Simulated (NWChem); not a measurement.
# BI$_{2}$, doublet; SMILES I[B]I

Program: NWChem. Spin-unrestricted. In the optimisation the excess spin sits in a1 (C2v, its own frame). No stability test was run on the SCF state. def2 effective core potentials on I; no spin-orbit coupling. Level UHF/def2-SVP: optimisations from one semi-empirical or force-field start; each run changes one setting, and all end within 0.3 mHa of each other.

```json
[
 {"setting": "redundant internal coordinates, default thresholds", "optimisation steps": "4"},
 {"setting": "loose thresholds", "optimisation steps": "3"},
 {"setting": "tight thresholds", "optimisation steps": "8"},
 {"setting": "trust radius 0.05", "optimisation steps": "4"},
 {"setting": "no line search", "optimisation steps": "6"}
]
```
